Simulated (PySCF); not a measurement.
**Radial density of Al⁺ (aluminium, charge +1)**

BLYP, [Ne] 3p2, high-spin 3P determinant (an excited configuration). All numbers are calculated (PySCF 2.14, scalar relativity by spin-free X2C-1e, in x2c-TZVPPall (5s5p3d1f, 42 functions)).

```json
{"r (bohr)": "0.00227", "4πr²ρ (e/bohr)": "0.09481", "4πr²(ρα − ρβ)": "0.0000"}
{"r (bohr)": "0.00382", "4πr²ρ (e/bohr)": "0.2546", "4πr²(ρα − ρβ)": "0.0000"}
{"r (bohr)": "0.00643", "4πr²ρ (e/bohr)": "0.6538", "4πr²(ρα − ρβ)": "0.0000"}
{"r (bohr)": "0.0108", "4πr²ρ (e/bohr)": "1.620", "4πr²(ρα − ρβ)": "0.0000"}
{"r (bohr)": "0.0182", "4πr²ρ (e/bohr)": "3.727", "4πr²(ρα − ρβ)": "0.0001"}
{"r (bohr)": "0.0306", "4πr²ρ (e/bohr)": "7.573", "4πr²(ρα − ρβ)": "0.0004"}
{"r (bohr)": "0.0515", "4πr²ρ (e/bohr)": "12.43", "4πr²(ρα − ρβ)": "0.0026"}
{"r (bohr)": "0.0866", "4πr²ρ (e/bohr)": "14.50", "4πr²(ρα − ρβ)": "0.0128"}
{"r (bohr)": "0.146", "4πr²ρ (e/bohr)": "10.79", "4πr²(ρα − ρβ)": "0.0497"}
{"r (bohr)": "0.245", "4πr²ρ (e/bohr)": "8.881", "4πr²(ρα − ρβ)": "0.1263"}
{"r (bohr)": "0.412", "4πr²ρ (e/bohr)": "12.54", "4πr²(ρα − ρβ)": "0.1497"}
{"r (bohr)": "0.693", "4πr²ρ (e/bohr)": "8.736", "4πr²(ρα − ρβ)": "0.0152"}
{"r (bohr)": "1.17", "4πr²ρ (e/bohr)": "1.924", "4πr²(ρα − ρβ)": "0.1592"}
{"r (bohr)": "1.96", "4πr²ρ (e/bohr)": "0.8097", "4πr²(ρα − ρβ)": "0.7479"}
{"r (bohr)": "3.30", "4πr²ρ (e/bohr)": "0.5554", "4πr²(ρα − ρβ)": "0.5552"}
{"r (bohr)": "5.55", "4πr²ρ (e/bohr)": "0.04783", "4πr²(ρα − ρβ)": "0.0478"}
{"r (bohr)": "9.33", "4πr²ρ (e/bohr)": "0.0004959", "4πr²(ρα − ρβ)": "0.0005"}
```

Densities and radii are taken from the X2C orbitals without a picture-change correction, which distorts them close to the nucleus.
